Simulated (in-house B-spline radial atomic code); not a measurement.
A radial electron density 4πr²n(r) was computed for an atom or ion in its tabulated ground configuration with an all-electron radial atomic-structure program (B-spline basis); method: non-relativistic BHandHLYP, spin-polarised, spherical fractional occupations, exact exchange averaged over the configuration. Columns: r (bohr), 4πr²n(r) (electrons per bohr), bar.

```
 0.00205    1.591 #
 0.00256     2.39 ##
  0.0032    3.561 ###
 0.00399    5.223 ####
 0.00499    7.587 ######
 0.00623    10.79 #########
 0.00777    14.98 ############
 0.00971    20.28 ################
  0.0121    26.43 #####################
  0.0151    33.05 ###########################
  0.0189    39.31 ################################
  0.0236    43.83 ###################################
  0.0295    45.49 #####################################
  0.0368    43.95 ####################################
   0.046    40.43 #################################
  0.0574    37.96 ###############################
  0.0717     39.7 ################################
  0.0895     46.2 #####################################
   0.112    53.39 ###########################################
    0.14    54.35 ############################################
   0.174     46.7 ######################################
   0.218    35.79 #############################
   0.272    31.72 ##########################
    0.34    35.99 #############################
   0.424    39.25 ################################
   0.529    33.31 ###########################
   0.661    20.89 #################
   0.826    10.87 #########
    1.03    7.101 ######
    1.29    6.563 #####
    1.61    5.557 ####
    2.01      3.5 ###
    2.51    1.626 #
    3.13   0.6444 #
    3.91   0.3238 
    4.88   0.2359 
     6.1   0.1585 
    7.61  0.07681 
    9.51  0.02416 
    11.9 0.004526 
    14.8 0.0004909 
    18.5 2.429e-05
```

(1) Which atom or ion is it?
A. Sr
B. Rb
C. Br
D. Zr+

Results:

(1) B. The area under the curve, ∫4πr²n dr = ∫r·4πr²n d(ln r) on this logarithmic grid, is 37 electrons, which only this option has. The configuration is [Kr] 5s1.
